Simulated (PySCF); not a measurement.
**Computed properties of Cd(I)(Et) (C2H5CdI), SMILES [I][Cd][CH2]C**

Cd(I)(Et) (C₂H₅CdI), SMILES C[CH2][Cd][I]. Coordinates come from a PBE0-D3(BJ)/def2-SVP optimisation. The structure was generated by enumeration; whether it is a known compound was not checked. The def2 effective core potentials stand for the cores of Cd, I; spin–orbit coupling is left out. One conformer was computed; it need not be the lowest. All values are computed for the isolated molecule unless a solvent is named; none is compared with measurement here.

**Structure.** The optimised structure has Cs symmetry. All 21 harmonic modes at PBE0-D3(BJ)/def2-SVP (PySCF) are real, so it is a minimum. With heavy atoms numbered as in [Cd:1]([I:2])[CH2:3][CH3:4], the shortest bond between them is C3–C4 at 1.523 Å and the longest Cd1–I2 at 2.618 Å.

**Vibrations.** The strongest infrared lines (harmonic, unscaled, degenerate partners summed) lie at 1185 cm⁻¹ (63 km/mol, H 67 %, C 33 %), 3038 cm⁻¹ (43 km/mol, H 97 %), 638 cm⁻¹ (23 km/mol, H 83 %, C 17 %). The softest mode is at 57 cm⁻¹ and the zero-point energy is 40.9 kcal/mol.

**Electronic structure.** B3LYP/def2-TZVP (PySCF) places the frontier levels at -7.00 and -1.33 eV, a gap of 5.67 eV, and gives a dipole moment of 3.05 D and a mean polarisability of 94.5 bohr³. PBE/def2-TZVP (PySCF) at the same geometry gives -6.15 and -1.84 eV, so its gap is 1.36 eV narrower. An orbital gap is neither the optical nor the fundamental gap.

**Excitations.** TDA-M06-2X/def2-SVPD (PySCF) has S1 at 5.22 eV (238 nm, f = 0.026, weak); the most intense of the 10 singlets computed lies at 6.34 eV (f = 0.56). T1 (TDA) is at 4.47 eV, 0.75 eV under S1. TDA-PBE/def2-SVPD (PySCF) puts S1 at 4.43 eV. No vertical singlet excitation falls in the visible range (under 3.1 eV).
